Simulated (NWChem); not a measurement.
System: 1,1-difluoroethane (C2H4F2); SMILES FC(F)C

Results from NWChem. Medium grid unless said otherwise, to which SCAN and Minnesota functionals are sensitive. The geometry was optimised at PBE0/def2-SVP. B3LYP is NWChem's, with the RPA form of VWN correlation.

For level B3LYP/def2-SVP:

| Property | Value |
|---|---|
| highest occupied level (eV) | -9.14 |
| orbital gap (eV) | 10.86 |
| dipole (D) | 2.02 |

Task: How do the values read with level M06-2X/def2-SVP instead?

Result: The highest occupied level (eV) comes out as -11.09 and the orbital gap (eV) comes out as 13.97. The dipole (D) is 2.17.
